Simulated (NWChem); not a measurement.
System: C₂H₄F₂OSi; SMILES O=C([SiH3])C(F)F

Here is an NWChem input.

```
start job
memory heap 200 mb stack 900 mb global 1100 mb
geometry units angstroms noautosym nocenter noautoz
  O     -1.625644    -0.618485     0.848776
  C     -0.596599    -0.263645     0.332812
  Si     0.780204    -1.557717    -0.140812
  C     -0.347806     1.217697     0.039428
  F      0.777902     1.589464     0.681832
  F     -0.141837     1.354283    -1.286050
  H      0.136861    -2.532586    -1.065910
  H      1.963591    -0.923400    -0.783999
  H      1.171036    -2.234585     1.127858
  H     -1.192634     1.852006     0.358412
end
basis spherical
  * library def2-svp
end
dft
  xc m06-2x
  iterations 150
end
cosmo
  do_cosmo_smd true
  solvent dmso
end
task dft energy
```

Parts of the log:

```
             Northwest Computational Chemistry Package (NWChem) 7.3.0
             --------------------------------------------------------

                             Geometry "geometry" -> ""
                             -------------------------

 Output coordinates in angstroms (scale by  1.889725989 to convert to a.u.)

  No.       Tag          Charge          X              Y              Z
 ---- ---------------- ---------- -------------- -------------- --------------
    1 O                    8.0000    -1.62564400    -0.61848500     0.84877600
    2 C                    6.0000    -0.59659900    -0.26364500     0.33281200
    3 Si                  14.0000     0.78020400    -1.55771700    -0.14081200
    4 C                    6.0000    -0.34780600     1.21769700     0.03942800
    5 F                    9.0000     0.77790200     1.58946400     0.68183200
    6 F                    9.0000    -0.14183700     1.35428300    -1.28605000
    7 H                    1.0000     0.13686100    -2.53258600    -1.06591000
    8 H                    1.0000     1.96359100    -0.92340000    -0.78399900
    9 H                    1.0000     1.17103600    -2.23458500     1.12785800
   10 H                    1.0000    -1.19263400     1.85200600     0.35841200

 Effective nuclear repulsion energy (a.u.)     299.7887063545

                                 NWChem DFT Module
                                 -----------------

 Summary of "ao basis" -> "ao basis" (spherical)
 ------------------------------------------------------------------------------
       Tag                 Description            Shells   Functions and Types
 ---------------- ------------------------------  ------  ---------------------
 O                          def2-svp                 6       14   3s2p1d
 C                          def2-svp                 6       14   3s2p1d
 Si                         def2-svp                 8       18   4s3p1d
 F                          def2-svp                 6       14   3s2p1d
 H                          def2-svp                 3        5   2s1p

 in cosmo_initialize ...
 calling solv_data for solv:dmso

 solvent parameters
 solvname_short: dmso
 solvname_long:  dimethylsulfoxide
 dielec:       46.8260
 dielecinf:     2.0079
 nonaqueous SMD model solvent descriptors
 dielec:       46.8260
 sola:          0.0000
 solb:          0.8800
 solc:          0.0000
 solg:         61.7800
 solh:          0.0000
 soln:          1.4170

          ---------------
          -cosmo- solvent
          ---------------
 Cosmo: York-Karplus, doi: 10.1021/jp992097l
 dielectric constant -eps-     =  46.83
 screen = (eps-1)/(eps    )    =   0.97864
 surface charge correction     = lagrangian

   van der Waals surface
 --------------------------

 ---------- ATOMIC COORDINATES (A.U.) ------------ VDWR(ANG.) --
     1   -3.07202171   -1.16876718    1.60395407     2.294
     2   -1.12740864   -0.49821681    0.62892349     1.850
     3    1.47437178   -2.94365830   -0.26609610     2.470
     4   -0.65725804    2.30111367    0.07450812     1.850
     5    1.47002163    3.00365143    1.28847565     1.730
     6   -0.26803307    2.55922378   -2.43028211     1.730
     7    0.25862979   -4.78589358   -2.01427783     1.200
     8    3.71064894   -1.74497298   -1.48154329     1.200
     9    2.21293716   -4.22275335    2.13134257     1.200
    10   -2.25375146    3.49978387    0.67730047     1.200
 number of segments per atom =        128
 number of   points per atom =        128
 atom (   nspa,  nppa )
 ----------------------
    1 (     82,     0 )       0
    2 (      4,     0 )       0
    3 (     88,     0 )       0
    4 (     17,     0 )       0
    5 (     73,     0 )       0
    6 (     78,     0 )       0
    7 (     35,     0 )       0
    8 (     32,     0 )       0
    9 (     34,     0 )       0
   10 (     51,     0 )       0
 number of -cosmo- surface points =      494
 molecular surface =    149.783 angstrom**2
 molecular volume  =    137.495 angstrom**3
 -lineq- algorithm             =   0
 -bem- low  level              =   3
 -bem- from -octahedral-
 gaussian surface charge width =   4.50000
 degree of switching           =   1.00000
 switching function tolerance  =   0.00010
 atomic radii =
 --------------
    1  8.000  2.294
    2  6.000  1.850
    3 14.000  2.470
    4  6.000  1.850
    5  9.000  1.730
    6  9.000  1.730
    7  1.000  1.200
    8  1.000  1.200
    9  1.000  1.200
   10  1.000  1.200
 ...... end of -cosmo- initialization ......

 nat:                    10
 ixmem:                  5529
 calling mnsol_interface()
 G(SMD-CDS) energy (kcal/mol)  =     0.719
 SMD-CDS SASA (angstrom**2)    =   155.225

            General Information
            -------------------
          SCF calculation type: DFT
          Wavefunction type:  closed shell.
          No. of atoms     :    10
          No. of electrons :    56
           Alpha electrons :    28
            Beta electrons :    28
          Charge           :     0
          Spin multiplicity:     1
          Use of symmetry is: off; symmetry adaption is: off
          Maximum number of iterations: 150
          AO basis - number of functions:   108
                     number of shells:    50
          Convergence on energy requested:  1.00D-06
          Convergence on density requested:  1.00D-05
          Convergence on gradient requested:  5.00D-04

              XC Information
              --------------
                       M06-2X Method XC Functional
                     Hartree-Fock (Exact) Exchange  0.540
                        M06-2X Exchange Functional  1.000
                      M06-2X Correlation Potential  1.000

             Grid Information
             ----------------
          Grid used for XC integration:  medium
          Radial quadrature: Mura-Knowles
          Angular quadrature: Lebedev.
          Tag              B.-S. Rad. Rad. Pts. Rad. Cut. Ang. Pts.
          ---              ---------- --------- --------- ---------
          O                   0.60       49          11.0       434
          C                   0.70       49          11.0       434
          Si                  1.10       88          11.0       590
          F                   0.50       49          11.0       434
          H                   0.35       45          12.0       434
          Grid pruning is: on
          Number of quadrature shells:   513
          Spatial weights used:  Erf1

      Superposition of Atomic Density Guess
      -------------------------------------

 Sum of atomic energies:        -639.26145803

      Non-variational initial energy
      ------------------------------

 Total energy =    -641.341702
 1-e energy   =   -1481.664749
 2-e energy   =     540.534340
 HOMO         =      -0.257066
 LUMO         =      -0.059592

   convergence    iter        energy       DeltaE   RMS-Dens  Diis-err
 ---------------- ----- ----------------- --------- --------- ---------
     COSMO gas phase
 d= 0,ls=0.0,diis     1   -642.2900337747 -9.42D+02  1.62D-02  1.50D+00
 d= 0,ls=0.0,diis     2   -642.1484691768  1.42D-01  9.45D-03  3.46D+00
 d= 0,ls=0.0,diis     3   -642.4687084176 -3.20D-01  1.53D-03  4.63D-02
 d= 0,ls=0.0,diis     4   -642.4724662544 -3.76D-03  7.00D-04  1.28D-02
 d= 0,ls=0.0,diis     5   -642.4731113462 -6.45D-04  2.13D-04  5.32D-04
  Resetting Diis
 d= 0,ls=0.0,diis     6   -642.4731706140 -5.93D-05  9.95D-05  4.69D-05
 d= 0,ls=0.0,diis     7   -642.4731775961 -6.98D-06  2.42D-05  2.03D-06
 d= 0,ls=0.0,diis     8   -642.4731777908 -1.95D-07  7.79D-06  1.55D-06

   convergence    iter        energy       DeltaE   RMS-Dens  Diis-err
 ---------------- ----- ----------------- --------- --------- ---------
     COSMO solvation phase
 d= 0,ls=0.0,diis     1   -642.4772226116 -4.04D-03  8.83D-04  1.84D-03
 d= 0,ls=0.0,diis     2   -642.4776063515 -3.84D-04  2.15D-04  9.48D-04
 d= 0,ls=0.0,diis     3   -642.4776702436 -6.39D-05  1.15D-04  2.69D-04
 d= 0,ls=0.0,diis     4   -642.4776990191 -2.88D-05  3.07D-05  1.34D-05
 d= 0,ls=0.0,diis     5   -642.4777003231 -1.30D-06  1.10D-05  2.35D-06
 d= 0,ls=0.0,diis     6   -642.4777005548 -2.32D-07  2.39D-06  2.95D-08

         Total DFT energy =     -642.477700554797
      One electron energy =    -1483.457835803873
           Coulomb energy =      604.074756683018
    Exchange-Corr. energy =      -62.590043600721
 Nuclear repulsion energy =      299.788706354524

             COSMO energy =       -0.293284187745

 Numeric. integr. density =       56.000014008184

                                COSMO-SMD solvation results
                                ---------------------------

             internal energy in gas <Psi(g)|H|Psi(g)> =      -642.473177790825
         internal energy in solvent <Psi(s)|H|Psi(s)> =      -642.472645187037
                               delta internal energy  =         0.000532603788 (    0.33 kcal/mol)
   total free energy in solvent <Psi(s)|H+V/2|Psi(s)> =      -642.478847075509
 polarization energy contribution <Psi(s)|V/2|Psi(s)> =        -0.006201888471 (   -3.89 kcal/mol)
    total free energy in solvent including G(SMD-CDS) =      -642.477700554797
                       G(SMD-CDS) energy contribution =         0.001146520712 (    0.72 kcal/mol)
     1 M fixed-concentration free energy of solvation =        -0.004522763972 (   -2.84 kcal/mol)

                       DFT Final Molecular Orbital Analysis
                       ------------------------------------

 Vector   26  Occ=2.000000D+00  E=-4.138494D-01
              MO Center=  1.2D+00, -1.5D+00, -3.7D-01, r^2= 2.3D+00
   Bfn.  Coefficient  Atom+Function         Bfn.  Coefficient  Atom+Function
  ----- ------------  ---------------      ----- ------------  ---------------
    94      0.362030   8 H  s                37      0.224147   3 Si py
    89     -0.199277   7 H  s                99     -0.192434   9 H  s
    95      0.190142   8 H  s                36      0.175221   3 Si px
    40      0.162151   3 Si py               34     -0.124906   3 Si py
    39      0.120895   3 Si px               38     -0.109410   3 Si pz

 Vector   27  Occ=2.000000D+00  E=-4.104891D-01
              MO Center=  5.7D-01, -2.0D+00,  3.2D-02, r^2= 2.5D+00
   Bfn.  Coefficient  Atom+Function         Bfn.  Coefficient  Atom+Function
  ----- ------------  ---------------      ----- ------------  ---------------
    99     -0.318535   9 H  s                89      0.314758   7 H  s
    38     -0.269245   3 Si pz               41     -0.201246   3 Si pz
   100     -0.162221   9 H  s                90      0.160407   7 H  s
    35      0.149497   3 Si pz                6      0.138487   1 O  pz
    36     -0.124299   3 Si px                9      0.098482   1 O  pz

 Vector   28  Occ=2.000000D+00  E=-3.220385D-01
              MO Center= -6.8D-01, -4.0D-01,  3.9D-01, r^2= 2.8D+00
   Bfn.  Coefficient  Atom+Function         Bfn.  Coefficient  Atom+Function
  ----- ------------  ---------------      ----- ------------  ---------------
     5      0.432021   1 O  py                8      0.350791   1 O  py
    51      0.281688   4 C  py               19     -0.241550   2 C  py
    49     -0.199176   4 C  s                40      0.168219   3 Si py
    17      0.165701   2 C  s                 4     -0.163176   1 O  px
    36     -0.162138   3 Si px               37      0.143909   3 Si py

 Vector   29  Occ=0.000000D+00  E=-2.383958D-02
              MO Center= -6.3D-01, -4.4D-01,  3.7D-01, r^2= 2.5D+00
   Bfn.  Coefficient  Atom+Function         Bfn.  Coefficient  Atom+Function
  ----- ------------  ---------------      ----- ------------  ---------------
    20     -0.390204   2 C  pz               23     -0.384488   2 C  pz
     9      0.380454   1 O  pz                6      0.354961   1 O  pz
    41     -0.316947   3 Si pz               90     -0.307660   7 H  s
   100      0.308274   9 H  s                18     -0.179430   2 C  px
     7      0.175260   1 O  px               21     -0.175863   2 C  px

 Vector   30  Occ=0.000000D+00  E= 6.952332D-02
              MO Center=  9.2D-01, -1.7D+00, -1.9D-01, r^2= 3.7D+00
   Bfn.  Coefficient  Atom+Function         Bfn.  Coefficient  Atom+Function
  ----- ------------  ---------------      ----- ------------  ---------------
    17      1.092675   2 C  s                39      1.072033   3 Si px
    40     -1.007804   3 Si py               21      0.529195   2 C  px
    95     -0.400992   8 H  s                41     -0.365609   3 Si pz
    22     -0.313442   2 C  py              100     -0.308964   9 H  s
    90     -0.305103   7 H  s                32     -0.272420   3 Si s

 Vector   31  Occ=0.000000D+00  E= 8.602095D-02
              MO Center=  6.0D-01, -1.4D+00, -7.2D-02, r^2= 4.0D+00
   Bfn.  Coefficient  Atom+Function         Bfn.  Coefficient  Atom+Function
  ----- ------------  ---------------      ----- ------------  ---------------
    95      1.164429   8 H  s                40     -1.036351   3 Si py
    39     -0.842206   3 Si px               90     -0.646395   7 H  s
   100     -0.617336   9 H  s                41      0.515203   3 Si pz
    49      0.314168   4 C  s                54     -0.240051   4 C  py
    22     -0.180814   2 C  py               17     -0.178081   2 C  s

     Multipole analysis of the density
     ---------------------------------

     L   x y z        total         alpha         beta         nuclear
     -   - - -        -----         -----         ----         -------
     0   0 0 0     -0.000000    -28.000000    -28.000000     56.000000

     1   1 0 0      0.187790      0.042199      0.042199      0.103393
     1   0 1 0     -0.007683     -1.537876     -1.537876      3.068068
     1   0 0 1     -0.080168     -1.221804     -1.221804      2.363441

     2   2 0 0    -32.816345    -96.436732    -96.436732    160.057119
     2   1 1 0     -3.914737     12.603142     12.603142    -29.121022
     2   1 0 1      0.948897     15.163838     15.163838    -29.378778
     2   0 2 0    -29.956192   -195.814952   -195.814952    361.673712
     2   0 1 1      1.600211     11.016241     11.016241    -20.432272
     2   0 0 2    -32.401043    -67.865939    -67.865939    103.330835
```

Level: M06-2X/def2-SVP, SMD on the gas-phase geometry. All runs use the structure optimised with PBE0/def2-SVP. Solvent: dimethyl sulfoxide.
